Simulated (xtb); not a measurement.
CH₃Cd (SMILES [CH3][Cd+]), charge +1, singlet, geometry from GFN2-xTB (such geometries of metal compounds can be far from the true shape). Base run: GFN0-xTB (xtb).

The xtb input:
```
$ xtb mol.xyz --gfn 0 --chrg 1 --json

# file mol.xyz
5

Cd    -0.24990741    -0.15685804    -0.19594938
C      1.26333355     0.79294976     0.99056455
H      1.79956127    -0.02050473     1.49205259
H      0.72593198     1.44551340     1.68777248
H      1.89006125     1.34647864     0.28235779
```

The base run was repeated with changes; each row names its change, and settings that it needs were set with it.

```tsv
change	ΔE vs base (kcal/mol)	HOMO-LUMO gap (eV)
base	0.000	3.25
acc = 30	0.000	3.25
acc = 0.1	0.000	3.25
etemp = 5000	(withheld)	3.25
etemp = 1000	0.000	3.25
```

Some entries are withheld; supply them.


- etemp = 5000, ΔE vs base (kcal/mol): -0.92
